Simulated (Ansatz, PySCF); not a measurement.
The PySCF input:
```python
from pyscf import gto, scf, cc

mol = gto.Mole()
mol.atom = '''
    O     0.623757   -0.284607    0.321453
    O    -0.539542    0.250035   -0.287467
    H     1.366644   -0.205826   -0.316162
    H    -0.838253    0.982836    0.325740
    H    -1.202115   -0.500436   -0.281464
'''
mol.basis = 'cc-pvdz'
mol.charge = 1
mol.spin = 0
mol.verbose = 4
mol.build()

mf = scf.RHF(mol)
mf.kernel()

mycc = cc.CCSD(mf, frozen=2)
mycc.kernel()
et = mycc.ccsd_t()
print('E(CCSD(T)) = %.10f' % (mycc.e_tot + et))
```

Convert this to an input for Ansatz (a quantum-chemistry and plane-wave program).

One answer among several that fit: 
Ansatz 0.2 input:
```yaml
crystal:
  periodic: [false, false, false]
  atoms:
    - {symbol: O, position_ang: [0.62375745, -0.28460684, 0.32145270]}
    - {symbol: O, position_ang: [-0.53954200, 0.25003518, -0.28746688]}
    - {symbol: H, position_ang: [1.36664424, -0.20582617, -0.31616238]}
    - {symbol: H, position_ang: [-0.83825254, 0.98283555, 0.32573956]}
    - {symbol: H, position_ang: [-1.20211531, -0.50043606, -0.28146374]}
basis:
  gaussian:
    orbitals: cc-pVDZ
total_charge: 1
magnetization: {spin_polarized: false}
correlation: {method: ccsd_t, electrons: outside_noble_gas}
accuracy: high
```

Both were run: PySCF gave -151.466683 Eh and Ansatz -151.466683 Eh, 0.000 mEh apart.
